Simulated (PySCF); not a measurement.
fluorine atom (F), doublet. Base run: PBE0/6-31G (PySCF).

PySCF was given this input:
```python
from pyscf import gto, scf, dft

mol = gto.M(
    atom='''
F     0.00000000    0.00000000    0.00000000
''',
    basis='6-31g',
    spin=1,
    verbose=4,
)

mf = dft.UKS(mol)
mf.xc = 'pbe0'
mf.kernel()
```

Variants of this job, named by their change:

```csv
change,ΔE vs base (µEh),grid points,electrons on the grid
base,0.0,14264,9.00000
grids.prune = off,-0.1,22656,9.00000
grids.level = 2,0.0,11608,9.00000
"grids.atom_grid = (150, 974)",0.2,79984,9.00000
"grids.atom_grid = (99, 590)",0.0,31944,9.00000
grids.level = 0,5379,1088,8.99722
grids.radi_method = mura_knowles,0.0,13832,9.00000
grids.level = 5,-0.3,43880,9.00000
grids.level = 7,-0.1,89000,9.00000
small_rho_cutoff = 0,0.0,14264,9.00000
grids.level = 1,-7.6,5304,9.00000
```

Open shells are given as the SCF converged; they aren't shown to be the lowest states, and a large step between rows can be another state.
